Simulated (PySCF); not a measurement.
A run for PySCF: D3(BJ) and D4 dispersion corrections on H4O2Si (SMILES O[SiH2]O), a point of a torsion scan.

```python
from pyscf import gto
from pyscf.dispersion import dftd3, dftd4

mol = gto.M(
    atom='''
    O    -1.24166610    0.53517405    0.28906736
    Si   -0.05658537   -0.53823913   -0.04578043
    O    -0.30648072   -1.80312866    0.93107801
    H    -1.15094323    1.45207384    0.05447098
    H     1.25795805   -0.02724816    0.31448968
    H    -0.16495005   -0.93293283   -1.44828243
    H    -1.18603089   -1.98671776    1.25003996
    ''',
    basis='def2-svp',
    charge=0, spin=0, verbose=0, max_memory=1800)
d3, d4 = {}, {}
for xc in ['hf', 'pbe', 'blyp', 'revpbe', 'tpss', 'r2scan', 'b3lyp', 'pbe0', 'bhlyp', 'camb3lyp', 'b2plyp']:
    d3[xc] = float(dftd3.DFTD3Dispersion(mol, xc=xc, version='d3bj', atm=False).get_dispersion()['energy'])
    print(f'D3(BJ) {xc:10s} {d3[xc]:14.8f} Eh')
for xc in ['hf', 'pbe', 'blyp', 'revpbe', 'tpss', 'r2scan', 'b3lyp', 'pbe0', 'bhlyp', 'camb3lyp', 'b2plyp']:
    d4[xc] = float(dftd4.DFTD4Dispersion(mol, xc={'camb3lyp': 'cam-b3lyp'}.get(xc, xc), atm=True).get_dispersion()['energy'])
    print(f'D4     {xc:10s} {d4[xc]:14.8f} Eh')
```

It printed:

```
D3(BJ) hf            -0.03288010 Eh
D3(BJ) pbe           -0.00356589 Eh
D3(BJ) blyp          -0.00772428 Eh
D3(BJ) revpbe        -0.00921303 Eh
D3(BJ) tpss          -0.00446113 Eh
D3(BJ) r2scan        -0.00092426 Eh
D3(BJ) b3lyp         -0.00631183 Eh
D3(BJ) pbe0          -0.00303387 Eh
D3(BJ) bhlyp         -0.00500014 Eh
D3(BJ) camb3lyp      -0.00268844 Eh
D3(BJ) b2plyp        -0.00291613 Eh
D4     hf            -0.01355616 Eh
D4     pbe           -0.00346400 Eh
D4     blyp          -0.00790799 Eh
D4     revpbe        -0.01173016 Eh
D4     tpss          -0.00469520 Eh
D4     r2scan        -0.00079362 Eh
D4     b3lyp         -0.00562099 Eh
D4     pbe0          -0.00285819 Eh
D4     bhlyp         -0.00405463 Eh
D4     camb3lyp      -0.00285056 Eh
D4     b2plyp        -0.00238515 Eh
```

The run finished.

Cost: around 0.04 core-seconds (rough).
